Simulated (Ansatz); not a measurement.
Te₄Pt. The state is a singlet with charge 0. Geometry B3LYP-D4/def2-SVP; atoms count from 1.

```xyz
5

Pt    0.000    0.000   -0.001
Te    0.087    1.136   -2.372
Te   -1.044   -2.409    0.191
Te   -0.087   -1.134    2.371
Te    1.044    2.407   -0.190
```

In the def2 sets Pt, Te take a core potential; there is no spin–orbit coupling. The restricted singlet is unstable towards broken spin symmetry in Hartree–Fock (as tested in another run); at PBE0-D4/def2-TZVP this wasn't settled. No other spin state of charge 0 was run. Another isomer (singlet) lies 0.29 eV lower at PBE0-D4/def2-TZVP; other spin states weren't run for this one.

(1) Estimate the Mulliken populations from the PBE0/def2-TZVP orbitals of Ansatz.

(2) And the Mayer bond orders between bonded heavy atoms (over 0.3)?

Results:

(1) 
```tsv
atom	charge (e)	d electrons
Pt1	0.25	8.81
Te2	-0.06	–
Te3	-0.06	–
Te4	-0.06	–
Te5	-0.06	–
```
Mulliken values and Mayer orders depend strongly on the basis.

(2) Pt1–Te2 0.63 (2.63 Å); Pt1–Te3 0.63 (2.63 Å); Pt1–Te4 0.63 (2.63 Å); Pt1–Te5 0.63 (2.63 Å); Te2–Te5 1.35 (2.70 Å); Te3–Te4 1.35 (2.70 Å). Values over 0.3 also appear between atoms too far apart for a bond (Te2–Te4 0.43 at 5.26 Å; Te3–Te5 0.43 at 5.26 Å); they arise where an orbital or an unpaired electron spreads over both atoms.
